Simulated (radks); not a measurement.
The numbers below are computed, except where a source is named.
Question: Neutral indium, 49 electrons, occupied as [Kr] 4d10 5s2 5p1 (the NIST ground configuration). Code: a radial shooting solver on a logarithmic mesh with Libxc functionals. Model: Dirac Kohn-Sham, Wu-Cohen GGA, spin-unpolarised, spherical densities, finite nucleus; open shells are shared between the two j in proportion to 2j + 1; Fermi nuclear charge, rms radius 4.6156 fm. Some entries of the table are withheld. Estimate them.

orbital      occ.  eigenvalue (eV)  r(max) (bohr)  <r^2> (bohr^2)
1s1/2           2        -27731.32        0.01922        0.001195
2s1/2           2        -4150.999         0.1088         0.01942
2p1/2           2        -3871.963        0.08383         0.01445
2p3/2           4        -3661.059        0.08826         0.01577
3s1/2           2        -787.5179         0.3158             (1)
3p1/2           2        -674.7938         0.3021          0.1340
3p3/2           4        -636.7077         0.3122          0.1427
3d3/2           4        -436.9789         0.2565          0.1236
3d5/2           6        -429.1755         0.2594          0.1262
4s1/2           2        -119.4531         0.7697          0.8143
4p1/2           2         -82.6082         0.7990          0.9293
4p3/2           4         -75.9284         0.8238          0.9938
4d3/2           4         -19.0794         0.9253           1.659
4d5/2           6         -18.2180         0.9356           1.710
5s1/2           2          -8.2664          2.152           7.750
5p1/2    0.333333          -2.7181            (2)           15.02
5p3/2    0.666667          -2.4052            (3)           16.66

Answer: 
(1) 3s1/2 <r^2> (bohr^2): 0.1390
(2) 5p1/2 r(max) (bohr): 2.750
(3) 5p3/2 r(max) (bohr): 2.882
